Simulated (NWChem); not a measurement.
System: CaCl cation; SMILES [Cl][Ca+]

```xyz
2

Ca     0.0000     0.0000    -1.0670
Cl     0.0000     0.0000     1.2545
```
Atoms are numbered in this order, from 1.

All runs: NWChem. Structure relaxed at the PBE0/def2-SVP level. GIAO values for the isolated, static molecule; σ is the absolute isotropic shielding.

What does the run give for PBE/x2c-SVPall-s, scalar ZORA without spin-orbit coupling? Quantities: σ Ca1 (ppm); σ Cl2 (ppm).


```json
{
  "σ Ca1 (ppm)": "1193.4",
  "σ Cl2 (ppm)": "325.2"
}
```
